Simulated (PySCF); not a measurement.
C3H5O, SMILES [CH2]C(C)=O, multiplicity 2. Geometry: PBE-D3(BJ)/def2-SVP. The isomer is the one that the SMILES or the coordinates give; other isomers of the formula were not compared.

Computed equilibrium geometry at PBE-D3(BJ)/def2-SVP (PySCF confirms it by a frequency run) as bond lengths and angles, and its point group:
point group Cs.
Atoms: C1 C2 C3 O4 H5 H6 H7 H8 H9. Bond lengths (Å): C1–C2 1.450, C1–H5 1.102, C1–H6 1.101, C2–C3 1.524, C2–O4 1.242, C3–H7 1.110, C3–H8 1.105, C3–H9 1.110. Bond angles (°): C2–C1–H5 122.5, C2–C1–H6 118.1, H5–C1–H6 119.4, C1–C2–C3 117.9, C1–C2–O4 120.5, C3–C2–O4 121.6, C2–C3–H7 110.9, C2–C3–H8 109.3, C2–C3–H9 110.9, H7–C3–H8 109.4, H7–C3–H9 106.9, H8–C3–H9 109.4.
Charge 0, spin multiplicity 2.
